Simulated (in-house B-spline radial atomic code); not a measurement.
Settings and results of a run for the molybdenum ion Mo⁴⁺. Method: non-relativistic LDA exchange-only, spin-polarised, spherical fractional occupations, point nucleus. Calculated with an all-electron radial atomic-structure program (B-spline basis).

Command:
```bash
python run_scf.py task.json out
```
Settings:
```
Z                42
configuration    [Kr] 4d2
hamiltonian      nr
method           lda,
spin_polarised   True
```

Output (hartree, bohr):
```
 radial grid: 50 intervals, B-splines of order 8, outer radius 22.1277 bohr

 iter        energy (Eh)    residual
    1       -3959.677529    5.02e-01
    2       -3963.626864    3.13e-01
    3       -3965.938571    6.11e-02
    4       -3966.034709    1.68e-02
    5       -3966.039506    7.75e-03
    6       -3966.040775    1.80e-03
    7       -3966.040803    6.60e-05
    8       -3966.040803    1.46e-05
    9       -3966.040803    7.51e-07
   10       -3966.040803    2.34e-08

 total energy                     -3966.04080
 kinetic                            3966.0408
 electron-nucleus                  -9387.4062
 Hartree                            1567.3142
 exchange-correlation               -111.9896

 orbital      occ     eigenvalue          <r>       <r^2>       <1/r>       r_max
 1s up      1.000      -710.9244    0.0363403  0.00176722     41.4412     0.02404
 1s down    1.000      -710.9246    0.0363402  0.00176722     41.4412     0.02404
 2s up      1.000      -100.2409     0.158882   0.0296741     9.33862      0.1343
 2s down    1.000      -100.2293     0.158877   0.0296722     9.33904      0.1343
 2p up      3.000       -92.5242      0.13612   0.0225794     9.33901      0.1056
 2p down    3.000       -92.5155     0.136114   0.0225771     9.33944      0.1056
 3s up      1.000       -18.4089     0.441659    0.223272     3.23562      0.3951
 3s down    1.000       -18.4005      0.44156    0.223143     3.23597      0.3951
 3p up      3.000       -15.4427     0.436326    0.221419     3.14669      0.3822
 3p down    3.000       -15.4335     0.436194    0.221243     3.14713      0.3822
 3d up      5.000        -9.9900      0.41464    0.206621     2.96973      0.3218
 3d down    5.000        -9.9777     0.414416    0.206311     2.97043      0.3219
 4s up      1.000        -3.9270      1.11499     1.40491     1.21774       1.007
 4s down    1.000        -3.8595      1.11102      1.3952     1.22342       1.004
 4p up      3.000        -3.0603      1.20597     1.65653     1.11231       1.068
 4p down    3.000        -2.9887      1.20115     1.64403     1.11815       1.064
 4d up      2.000        -1.7038      1.51552     2.66825    0.863928       1.273
```

Time taken, with all properties: 0.1 s on 1 thread of AMD EPYC 9R45 96-Core Processor, on a shared host.
